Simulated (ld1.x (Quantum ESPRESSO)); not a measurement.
## What one change does to a pseudopotential (selenium (Se), TM)

ld1.x (Quantum ESPRESSO) 7.5 input, shortened:

```
&input
   title='Se', zed=34., rel=2, dft='PBE', iswitch=3,
   config='[Ar] 3d10 4s2 4p2 4d-2', rel_dist='average'
 /
 &inputp
   pseudotype=2, tm=.true., lloc=-1, rcloc=1.55,
   nlcc=.true., new_core_ps=.true., rcore=1.30
 /
3
4S  1  0   2.00   0.00  1.50  1.50  0.0
4P  2  1   2.00   0.00  1.65  1.65  0.0
4D  3  2  -2.00   0.20  1.30  1.30  0.0
 &test
   configts(1)='4s2 4p2'
 /
```

Open shells are filled in proportion to 2j + 1 (rel_dist='average').

Change: functional revPBE.

Cutoffs: the cutoffs (Ry, on a coarse ladder) from which the occupation-weighted sum of valence levels, in a spherical-Bessel basis at the reference potential, stays within 10 and 1 mRy of its value at 400 Ry; they do not see the model core or the augmentation charge, which bear on the density cutoff. Errors are all-electron minus pseudo energies relative to the spin-unpolarised reference configuration.

Task: What does the change do?

Result: The potential gets neither clearly harder nor softer (40 Ry and 55 Ry → 40 Ry and 55 Ry); both files keep a bound ghost (d); of the 7 tests that both files solve, the error grows in 2 and shrinks in 1 by more than 15 % and 0.3 meV (median size 4.1 → 4.7 meV).

| quantity | base | changed |
| --- | --- | --- |
| cutoff, loose | 40 Ry | 40 Ry |
| cutoff, tight | 55 Ry | 55 Ry |
| bound ghosts | d3/2, d5/2 | d3/2, d5/2 |
| error for 4s2 4p4, meV [ΔE -31.20 → -31.12 eV] | +5.6 | +5.4 |
| error for 4s2 4p3, meV [ΔE -20.35 → -20.31 eV] | +0.7 | +0.6 |
| error for 4s2 4p1, meV [ΔE 30.87 → 30.80 eV] | -4.1 | -4.7 |
| error for 4s2 4p4.3, meV [ΔE -32.80 → -32.70 eV] | +7.7 | +7.4 |
| error for 4s1 4p4, meV [ΔE -8.82 → -8.80 eV] | -2.1 | -2.7 |
| error for 4s2 4p0, meV [ΔE 73.07 → 72.87 eV] | -37 | -43 |
| error for 4s1 4p5, meV [ΔE -20.33 → -20.27 eV] | +3.0 | +2.4 |
| s: phases at 1.81 bohr within 0.05 rad from the reference energy up to (Ry; the scan ends near 5) | 0.8 | 0.9 |
| p1/2: phases at 1.81 bohr within 0.05 rad from the reference energy up to (Ry; the scan ends near 5) | 3.1 | 3.2 |
| p3/2: phases at 1.81 bohr within 0.05 rad from the reference energy up to (Ry; the scan ends near 5) | 3.0 | 3.0 |
| d3/2: phases at 1.81 bohr within 0.05 rad from the reference energy up to (Ry; the scan ends near 5) | 3.5 | 3.6 |
| d5/2: phases at 1.81 bohr within 0.05 rad from the reference energy up to (Ry; the scan ends near 5) | 3.4 | 3.5 |

 A true bound ghost makes a file unfit for plane-wave use even where its test errors are small: the radial tests pick states by their node count and pass the ghost by.
